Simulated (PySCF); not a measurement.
**Telling isomers of C6H11FOSi apart by NMR**

[PySCF 2.14.0 with density-fitted response routines: NMR shieldings at PBE0/pcSseg-1/GIAO; structure optimised with GFN2-xTB; one conformer; one averaged value for each set of equivalent atoms; no solvent model; relativity neglected]

Chemical shifts δ = σref − σ; ¹H (σref 31.72), ¹³C (σref 186.93) against TMS, all at this level. Splittings of carbon signals by F and P are missing where no couplings were computed. Where no couplings were computed, multiplicities follow the n + 1 count of equivalent neighbours, and m marks all less simple cases (inequivalent or close neighbours, rings, F or P nearby). Shifts are as computed. Against solution values, carbons near 30 ppm lie about +3 ppm off and those near 130 ppm about +5 ppm. Of 1309 compounds with measured shifts, 239 miss one by over three times the rms of a fit or turn the order of signals round; such compounds aren't used in these exercises.

(1) Tabulate the signals of `F[C@@H]1CCC=C[C@H]1O[SiH3]`, `C=CC(=O)[Si@H](F)C(C)C`, `CC[C@H]1C[Si@](F)(C=O)C1` and their relative energies.

(2) What is the quickest way to tell F[C@@H]1CCC=C[C@H]1O[SiH3] from C=CC(=O)[Si@H](F)C(C)C?

(3) What is the quickest way to tell C=CC(=O)[Si@H](F)C(C)C from CC[C@H]1C[Si@](F)(C=O)C1?

(4) What is the quickest way to tell F[C@@H]1CCC=C[C@H]1O[SiH3] from CC[C@H]1C[Si@](F)(C=O)C1?

Results:

(1) 
| SMILES | carbon types | δC | δH | E rel. (kcal/mol) |
| --- | --- | --- | --- | --- |
| F[C@@H]1CCC=C[C@H]1O[SiH3] | 4×CH 2×CH2 | 138.1, 135.1, 99.2, 78.8, 31.4, 29.2 | 5.95 (m, 1H), 5.89 (m, 1H), 5.02 (s, 3H), 4.70 (m, 1H), 4.41 (m, 1H), 2.35 (m, 1H), 2.23 (m, 1H), 2.09 (m, 1H), 1.77 (m, 1H) | 19.4 |
| C=CC(=O)[Si@H](F)C(C)C | 1×C 2×CH 1×CH2 2×CH3 | 236.8, 139.9, 132.9, 20.7, 18.3, 16.5 | 7.51 (m, 1H), 6.62 (m, 1H), 5.84 (m, 1H), 4.96 (m, 1H), 1.40 (m, 1H), 1.16 (d, 3H), 1.11 (d, 3H) | 1.5 |
| CC[C@H]1C[Si@](F)(C=O)C1 | 2×CH 3×CH2 1×CH3 | 248.0, 38.2, 33.3, 30.0, 14.5 | 12.33 (m, 1H), 2.04 (m, 2H), 1.67 (m, 1H), 1.46 (m, 2H), 1.41 (m, 2H), 0.97 (t, 3H) | 0.0 |

Energies are electronic energies at PBE0/pcSseg-1 on these geometries, without zero-point or thermal terms, each for the one conformer computed, which needn't be the lowest.

(2) Both give the same number of carbon signals, but DEPT or the intensities differ. The first has an sp3 CH2 in a ring at 31.4 ppm, the second a carbonyl carbon (C) at 236.8 ppm. Their most deshielded carbons lie at 138.1 and 236.8 ppm. In the proton spectra the most deshielded non-exchanging signals are 5.95 (m, 1H) and 7.51 (m, 1H).

(3) Count the carbon signals: 6 against 5. The first has a carbonyl carbon (C) at 236.8 ppm, the second a carbonyl carbon (CH) at 248.0 ppm. In the proton spectra the most deshielded non-exchanging signals are 7.51 (m, 1H) and 12.33 (m, 1H).

(4) Count the carbon signals: 6 against 5. The first has an alkene CH at 138.1 ppm, the second a carbonyl carbon (CH) at 248.0 ppm. In the proton spectra the most deshielded non-exchanging signals are 5.95 (m, 1H) and 12.33 (m, 1H).
